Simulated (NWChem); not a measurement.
## Total energies of HBN

```
B
N 1 1.3082
H 1 1.1834 2 180.00
```
Charge 0, spin multiplicity 2.

The numbers come from NWChem runs, not from measurements. The geometry was optimised at UB3LYP/def2-SVP, a minimum by its harmonic frequencies.

Basis set: cc-pVQZ (140 functions).

```tsv
method	total energy (Ha)	relative cost
UHF	-79.66563	1
UMP2	-79.93164	under 3
UB2PLYP	-80.06258	under 3
UPBE	-80.01342	under 3
UB3LYP	-80.13136	under 3
UBLYP	-80.10715	under 3
```

Total energies of different functionals aren't comparable as a measure of quality: only differences taken within one method are. Relative cost: rough, from shared machines, SCF included, UHF = 1.

The correlated methods keep 2 core orbitals frozen. B3LYP has NWChem's definition, with VWN1-RPA local correlation. The structure started from a generated list of species. The unpaired electrons of the parent sit in orbitals of symmetry b1 (C2v labels of the run); other states weren't searched. The stability of the SCF solutions was not checked. Open-shell Hartree-Fock references start from PBE0 orbitals; any time given for them includes that run.
